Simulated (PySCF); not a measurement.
# Bonding in `CCP1CC[SiH2]CC1`

Compound: C₆H₁₅PSi.
Numbering: `[CH3:1][CH2:2][P:3]1[CH2:4][CH2:5][SiH2:6][CH2:7][CH2:8]1` (hydrogens: H9, H10, H11 on C1; H12, H13 on C2; H14, H15 on C4; H16, H17 on C5; H18, H19 on Si6; H20, H21 on C7; H22, H23 on C8)

Structure used (GFN2-xTB), in Å, numbered top down from 1:
```xyz
23
C6H15PSi angstrom
C     -3.104    0.706   -0.825
C     -2.207   -0.203    0.004
P     -0.517   -0.413   -0.760
C      0.204   -1.480    0.586
C      1.705   -1.680    0.400
Si     2.655   -0.039    0.550
C      1.729    1.246   -0.502
C      0.226    1.213   -0.241
H     -2.696    1.714   -0.874
H     -4.101    0.763   -0.389
H     -3.194    0.327   -1.842
H     -2.106    0.183    1.023
H     -2.650   -1.202    0.063
H     -0.009   -1.030    1.561
H     -0.316   -2.443    0.540
H      1.882   -2.123   -0.583
H      2.067   -2.401    1.136
H      4.031   -0.197    0.074
H      2.641    0.395    1.957
H      1.906    1.055   -1.563
H      2.109    2.250   -0.301
H      0.012    1.391    0.818
H     -0.272    1.996   -0.823
```

Bond orders from the PBE0/pcSseg-1 density (PySCF). Geometry: GFN2-xTB, one conformer, isolated molecule.

Question: How far do the computed orders between heavy atoms stray from the drawn ones?

Answer: The largest departure is 0.088, at Si6–C7 (drawn single, 0.912) and C5–Si6 (drawn single, 0.913).

Question: Set the Mayer orders of the bonds between heavy atoms beside their lengths.

Answer: 
```tsv
bond	drawn as	length (Å)	Mayer order
C1–C2	single	1.523	1.048
C2–P3	single	1.866	0.950
P3–C4	single	1.862	0.941
C4–C5	single	1.526	1.033
C5–Si6	single	1.902	0.913
Si6–C7	single	1.901	0.912
C7–C8	single	1.526	1.034
C8–P3	single	1.862	0.941
```

Question: And the bonds to hydrogen?

Answer: C–H: 0.93 to 0.96 (13 bonds); H–Si: 0.95 (2 bonds).

Question: Sum the orders of all bonds at each heavy atom with more than one neighbour and set the sums beside the valence in the SMILES.

Answer: C1 3.940 (drawn 4), C2 3.878 (drawn 4), P3 2.832 (drawn 3), C4 3.850 (drawn 4), C5 3.829 (drawn 4), Si6 3.733 (drawn 4), C7 3.830 (drawn 4), C8 3.843 (drawn 4). Orders between atoms that aren't bonded are not in these sums.

Mayer orders depend on the basis set.
